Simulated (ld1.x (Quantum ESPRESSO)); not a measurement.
An odd input for ld1.x (Quantum ESPRESSO) 7.5 (carbon (C))

Command:

```bash
ld1.x < C.in > C.out
```

Input:

```
&input
   title='C', zed=6., rel=2, dft='PBE', iswitch=3,
   config='[He] 2s2 2p0 3d-2',
   nld=3, rlderiv=1.80, eminld=-5.0, emaxld=5.0, deld=0.02
 /
 &inputp
   pseudotype=2, tm=.false., lloc=1,
   nlcc=.true.,
   file_pseudopw='C.UPF', file_wfcaegen='ae.wfc', file_wfcncgen='nc.wfc', file_beta='beta', file_chi='chi'
 /
3
2S  1  0   2.00   0.00  1.20  1.20  0.0
3D  3  2  -2.00   0.30  1.65  1.65  0.0
2P  2  1   0.00   0.00  1.50  1.50  0.0
 &test
   configts(1)='2s2 2p0'
 /
```

This is an input that runs to its end, with one change: rel changed from 0 to 2.

Task: How does the run end?

Result: The program runs through. The occupied levels of the test differ from the all-electron ones by at most 0.00001 Ry (unchanged input: 0.00000 Ry).

```

      Wfc   3D  rcut= 1.662  Estimated cut-off energy=       82.31 Ry
      This function has    0 nodes for 0 < r <    1.662

     ------------------- End of pseudopotential generation -------------------

     Computing logarithmic derivative in   1.80310
     Computing logarithmic derivative in   1.80310
     Computing the partial wave expansion
     R is outside the sphere for l=    0 j= 0.50
       no projector for channel:   1
       no projector for channel:   1

     ---------------------- Testing the pseudopotential ----------------------

     C
     dirac relativistic calculation

     atomic number is  6.00   valence charge is  4.00
     dft =PBE   lsd =0 sic =0 latt =0  beta=0.20 tr2=1.0E-14
     mesh =1073 r(mesh) = 100.30751 xmin = -7.00 dx = 0.01250

     n l  j  nl             e AE (Ry)       e PS (Ry)    De AE-PS (Ry)
     1 0 0.5 2S   1( 2.00)       -2.96775       -2.96776        0.00001
     2 1 0.5 2P   1( 0.00)       -2.33543       -2.33469       -0.00074
     2 1 1.5 2P   1( 0.00)       -2.33430       -2.33469        0.00038

     eps = 9.4E-16  iter =  4

     Etot =     -72.956298 Ry,     -36.478149 Ha,    -992.620999 eV
     Etotps =    -8.823052 Ry,      -4.411526 Ha,    -120.043740 eV

     Ekin =       2.534242 Ry,       1.267121 Ha,      34.480121 eV
     Encl =     -14.011482 Ry,      -7.005741 Ha,    -190.635926 eV
     Ehrt =       2.640936 Ry,       1.320468 Ha,      35.931768 eV
     Ecxc =      -2.089426 Ry,      -1.044713 Ha,     -28.428088 eV
     (Ecc =      -0.609512 Ry,      -0.304756 Ha,      -8.292834 eV)
     Epseu=       2.102678 Ry,       1.051339 Ha,      28.608385 eV

     ---------------------- End of pseudopotential test ----------------------
```
